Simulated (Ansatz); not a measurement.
ClF2HO2W (`[O]=[W]([OH])([F])([F])[Cl]`), relaxed with RKS PBE0-D4/def2-TZVP in the Gaussian-basis code of Ansatz from a PBE-D4/def2-SVP geometry. The force threshold is 0.005 eV/Å; the program also tests the step.

Charge 0, multiplicity 1. W takes the def2 core potential.

Start:

```xyz
7

O     1.534   -0.886    0.439
W     0.215   -0.117   -0.307
O    -0.470    1.073    0.985
F     0.882    1.399   -1.196
F     0.116   -0.865   -2.037
Cl   -1.538   -1.562    0.203
H    -0.738    0.958    1.914
```

(1) By how much does the energy fall, and how many steps does the optimiser take? (Estimate.)

(2) Which bonds change most? (Estimate.)

(3) Give the relaxed structure. (An estimate is asked.)

## Answers

(1) The calculation gave: 6.64 kJ/mol, in 15 steps.

(2) Computed: W2–F4 from 1.880 to 1.853 Å; W2–F5 from 1.888 to 1.862 Å; W2–Cl6 from 2.329 to 2.304 Å; O1–W2 from 1.699 to 1.675 Å.

(3) Ansatz gave: 
```xyz
7

O     1.549   -0.885    0.395
W     0.235   -0.113   -0.299
O    -0.414    1.067    0.991
F     0.896    1.382   -1.172
F     0.076   -0.846   -2.003
Cl   -1.505   -1.519    0.249
H    -0.837    0.914    1.838
```
